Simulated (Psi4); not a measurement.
Psi4 input (wB97X-D/6-311+G**):

```
memory 1500 MB

molecule {
0 1
C    -0.56687300    0.45164200   -0.01738300
F     0.52970900   -0.26358300    0.01653200
H    -1.36614000   -0.33761100   -0.04448900
symmetry c1
no_reorient
no_com
}

set {
  basis 6-311+G**
  reference rks
  scf_type pk
  dft_radial_points 99
  dft_spherical_points 590
  e_convergence 1e-8
  d_convergence 1e-7
  maxiter 150
}

e = energy('wb97x-d')
print_out(f'\nFINAL {e:.10f} DIPOLE {variable("CURRENT DIPOLE")[0]:.6f} {variable("CURRENT DIPOLE")[1]:.6f} {variable("CURRENT DIPOLE")[2]:.6f}\n')
```

From the output:

```
   Electrons on quadrature grid:
      Ntotal   =   15.9999999380 ; deviation = -6.202e-08

    Orbital Energies [Eh]
    ---------------------

    Doubly Occupied:

       1A    -24.882644     2A    -10.422330     3A     -1.399650
       4A     -0.792503     5A     -0.640964     6A     -0.607752
       7A     -0.565913     8A     -0.343679

    Virtual:

       9A     -0.033980    10A      0.076668    11A      0.097871
      12A      0.122812    13A      0.125569    14A      0.212473
      15A      0.276083    16A      0.307648    17A      0.329205
      18A      0.331124    19A      0.416817    20A      0.534290
      21A      0.610115    22A      0.631551    23A      0.653792
      24A      0.853252    25A      1.149186    26A      1.187738
      27A      1.298956    28A      1.310782    29A      1.418150
      30A      1.497785    31A      1.598187    32A      1.839770
      33A      1.881791    34A      1.888943    35A      1.939480
      36A      2.447998    37A      2.596300    38A      2.745431
      39A      2.952995    40A      3.290796    41A      3.811792
      42A      3.820746    43A      4.047263    44A      4.153066
      45A      4.765312    46A      6.321802    47A      6.344159
      48A      6.622987    49A     23.686878    50A     66.813667

    Final Occupation by Irrep:
              A
    DOCC [     8 ]
    NA   [     8 ]
    NB   [     8 ]

  @RKS Final Energy:  -138.40531576576493

   => Energetics <=

    Nuclear Repulsion Energy =             27.1538987245096450
    One-Electron Energy =                -244.0873400497206660
    Two-Electron Energy =                  89.8300488462663225
    DFT Exchange-Correlation Energy =     -11.3018739469309129
    Empirical Dispersion Energy =          -0.0000493398892930
    VV10 Nonlocal Energy =                  0.0000000000000000
    Total Energy =                       -138.4053157657649251

Computation Completed

Properties will be evaluated at   0.000000,   0.000000,   0.000000 [a0]

Properties computed using the SCF density matrix

 Multipole Moments:

 ------------------------------------------------------------------------------------
     Multipole            Electronic (a.u.)      Nuclear  (a.u.)        Total (a.u.)
 ------------------------------------------------------------------------------------

 L = 1.  Multiply by 2.5417464519 to convert [e a0] to [Debye]
 Dipole X            :         -0.2997409            0.0000057           -0.2997352
 Dipole Y            :         -0.5672877           -0.0000113           -0.5672990
 Dipole Z            :         -0.0106610            0.0000019           -0.0106591
 Magnitude           :                                                    0.6417032

 ------------------------------------------------------------------------------------

FINAL -138.4053157658 DIPOLE -0.299735 -0.567299 -0.010659

*** Psi4 exiting successfully. Buy a developer a beer!
```

The geometry given is a B3LYP-D3(BJ)/def2-TZVP minimum.
